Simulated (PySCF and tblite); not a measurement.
Values are calculated unless marked as measured or tabulated.
C7H6O3, numbered as in [O:1]=[C:2]([OH:3])[C@:4]12[CH:5]=[CH:6][C@H:7]([CH:8]=[CH:9]1)[O:10]2.

The ensemble was built from 90 distance-geometry starts (ETKDG and KDG, MMFF94s, GFN2-xTB) and rests on GFN2-xTB geometries. Energies: PBE0-D3(BJ)/def2-SVP (IEF-PCM, acetonitrile), with GFN2-xTB thermal terms (modes under about 100 cm⁻¹ blended into free rotors). Symmetry numbers and mirror images are counted. Conformers within 3 kcal/mol (GFN2-xTB free energy) were kept, 7 at most. Couplings: B3LYP/6-31G* with pcJ-1 on H (gas phase; spin-dipole term only for pairs with B, N, F, Si or P). Couplings are for ¹H. H–H couplings come out 0.1 to 0.9 Hz lower than with pcJ-1 on all atoms. Codes: tblite and PySCF.

Torsions listed: O1–C2–O3–H3, O3–C2–C4–O10. The 5-ring runs over atoms 4–5–6–7–10. The 5-ring runs over atoms 4–9–8–7–10.

```csv
conformer,shape,weight %
1,"5-ring envelope (ring torsions 0, -34, 54, -54, 34°); 5-ring envelope (ring torsions 0, 34, -54, 54, -34°); 0°, 1°",53.6
2,"5-ring envelope (ring torsions 0, -34, 54, -54, 34°); 5-ring envelope (ring torsions 0, 34, -54, 54, -34°); 0°, 180°",46.4
```

Problem. Give the couplings in each conformer and the averages at 298.15 K (pairs that fast motion interchanges averaged).

Solution. 
| coupling | pairs | 1 | 2 | average (Hz) |
| --- | --- | --- | --- | --- |
| ³J(H5,H6) | 2 | 6.0 | 6.0 | 6.0 |
| ³J(H6,H7) | 2 | 2.5 | 2.5 | 2.5 |


Conformer gaps in def2-SVP on xTB geometries can be 2 kcal/mol too large for S=O, P=O and other polar bonds.